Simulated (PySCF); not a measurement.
HgF2 (singlet state).
Bonds: Hg1–F2, Hg1–F3.

Method: PySCF 2.14.0, PBE0-D3(BJ)/def2-SVP geometry optimisation, gas phase, def2 core potentials past Kr; density fitting, grid level 1; the optimiser is geomeTRIC in internal coordinates, started from a GFN2-xTB structure with every atom displaced at random (about 0.03 Å).

Step 0: E = -9599.8695 eV
```
atom  x, y, z in Å  |  force x, y, z in eV/Å
Hg1     0.0384   -0.0898    0.0119   -0.185   0.261  -2.070
F2     -0.0233   -0.0290    1.8389    0.064  -0.113   2.869
F3     -0.0314    0.0216   -1.8706    0.121  -0.148  -0.799
```

Task: Estimate the geometry and energy of step 1. (The exact step hangs on the optimiser's Hessian estimate; all steps are aligned on step 0, rigid shifts and turns removed.)

Result: E = -9600.0041 eV, largest force 0.814 eV/Å
```
atom  x, y, z in Å  |  force x, y, z in eV/Å
Hg1     0.0129   -0.0562   -0.0154   -0.108   0.134   0.602
F2     -0.0107   -0.0466    1.9364    0.056  -0.064  -0.810
F3     -0.0186    0.0056   -1.9409    0.052  -0.071   0.208
```

The energy changes by -0.1346 eV. The first-order estimate −F·Δx gives -0.4124 eV and the mean of the old and new forces, exact on a quadratic surface, -0.1567 eV. The step makes an angle of 32° with the force vector and moves no atom by more than 0.100 Å.

What follows is the cost of the whole optimisation. On one thread of an Intel Xeon Platinum 8488C, no GPU, on a shared host, this took 6.8 s of wall time and 0.26 GiB of memory at its peak.
